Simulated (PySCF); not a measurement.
## BeP⁺: one state, many levels of theory

State: ³Σ⁻ (triplet), unpaired electrons π ↑↑. Set-up: PySCF, no relativity, basis sets Be def2-TZVP, P def2-TZVP. De refers to Be⁺ + P in their high-spin ground configurations, without counterpoise correction. The functionals are run spin-unrestricted. A positive dipole points towards P; it is taken about the centre of mass and depends on that origin. Levels whose curve was spin-contaminated or gave no clean fit are not listed.

| Level | Re (Å) | ωe (cm⁻¹) | De (eV) | μ (D) |
| --- | --- | --- | --- | --- |
| UHF-CCSD(T) | 2.060 | 605 | 2.34 | n/a |
| PBE | 2.033 | 642 | 2.84 | -6.13 |
| r²SCAN | 2.021 | 657 | 2.58 | -6.60 |
| r²SCANh | 2.017 | 662 | 2.54 | -6.69 |
| PBE0 | 2.018 | 659 | 2.66 | -6.55 |
| HSE06 | 2.019 | 656 | 2.66 | -6.52 |
| BHandHLYP | 2.011 | 658 | 2.53 | -6.76 |
| B2PLYP | 2.031 | 638 | 2.55 | -6.83 |

Problem. Which functional lies closest to UHF-CCSD(T) in De, which farthest, and by how much do they differ from it?

Solution. Closest is BHandHLYP (-4.9 pm in Re, +8.8 % in ωe, +0.19 eV in De against UHF-CCSD(T) in the same basis), farthest PBE (-2.7 pm in Re, +6.1 % in ωe, +0.50 eV in De). CCSD(T) converges more slowly with the basis than the functionals do and binds too weakly in this one, so the order can change at the basis-set limit.

Problem. What does a quarter of exact exchange do here, going from PBE to PBE0?

Solution. PBE0 less PBE: -1.5 pm in Re, +2.6 % in ωe, -0.18 eV in De. Exact exchange removes part of the self-interaction that spreads semilocal densities, and in most molecules shortens and stiffens the bond and lowers De; so it does here.

Correlated steps freeze 5 core orbitals. For an ion De counts to the pair picked by the measured ionisation energies or electron affinities, which need not be the lowest pair at this level. B2PLYP dipoles, levels and charges come from its SCF part alone. The state was picked by a PBE0 search and need not be the measured ground state.

The whole job (state search and all levels along the bond) took about 3.6 min on 1 thread of Arm Neoverse N1 (shared host), peak memory 0.87 GiB.
